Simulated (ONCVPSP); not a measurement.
**What one change does to a pseudopotential (krypton (Kr), ONCV)**

```json
{
  "Element": "krypton",
  "Generator": "ONCVPSP 4.0.1",
  "Type": "optimised norm-conserving Vanderbilt (ONCV)",
  "Functional": "LDA (Perdew-Wang 92)",
  "Relativity": "scalar-relativistic",
  "Frozen core": "[Ar] 3d10",
  "Valence charge": "8",
  "Reference configuration": "4s2 4p6",
  "Partial waves": "4s: rc 1.20 bohr, ncon 5, nbas 9, qcut 5.1 1/bohr, 2 projectors, debl 0.8 Ha; 4p: rc 1.70 bohr, ncon 4, nbas 7, qcut 4.8 1/bohr, 3 projectors, debl 0.6 Ha",
  "Local potential": "polynomial inside 1.10 bohr (lpopt 5, dvloc0 0 Ha)",
  "Core correction": "Teter function, fcfact 2.75, rcfact 1.2"
}
```

In the s channel the program set the typed energies aside and used -0.853, 0.250 Ha.

All-electron outer shells of the reference configuration (LDA (PZ), scalar-relativistic, ld1.x):

```csv
shell,level (eV),outermost node (bohr),outermost maximum (bohr)
3p,-194.91,0.20,0.46
3d,-81.71,–,0.41
4s,-23.22,0.64,1.34
4p,-9.39,0.67,1.55
```

Change: p: rc 2.24.

Cutoffs: the cutoffs (Ha) at which the residual kinetic energy of the hardest occupied pseudo-wave falls to 1 and 0.1 mHa per electron; they do not see the model core or the augmentation charge, which bear on the density cutoff. Errors are all-electron minus pseudo energies relative to the spin-unpolarised reference configuration.

Problem. Predict the effect on cutoff, ghosts and configuration errors.

Solution. The potential gets neither clearly harder nor softer (132 Ha and 159 Ha → 132 Ha and 159 Ha); the bound ghosts move from p, s to s; of the 4 tests that both files solve, the error grows in 4 and shrinks in 0 by more than 15 % and 0.3 meV (median size 2.4 → 20.6 meV). More of the atom is replaced by a form fitted at one configuration, so other configurations suffer.

```tsv
quantity	base	changed
cutoff, loose	132 Ha	132 Ha
cutoff, tight	159 Ha	159 Ha
loose cutoff by channel	s 132 Ha, p 12 Ha	s 132 Ha, p 5.5 Ha
bound ghosts	s, p	s
GHOST(+) flags under 300 eV	none	none
error for 4s2 4p5, meV [ΔE 14.43 eV]	-2.4	-5.6
error for 4s2 4p4, meV [ΔE 39.77 eV]	-4.2	-26
error for 4s2 4p3, meV [ΔE 77.04 eV]	-2.4	-79
error for 4s1 4p6, meV [ΔE 28.97 eV]	+0.8	+15
s: phases at 1.22 bohr within 0.05 rad from the reference energy up to (Ha; the scan ends near 5)	to the end of the scan	to the end of the scan
rms error of d²Exc/dni dnj with the model core, mHa	3.23	3.24
```

 A true bound ghost makes a file unfit for plane-wave use even where its test errors are small: the radial tests pick states by their node count and pass the ghost by.
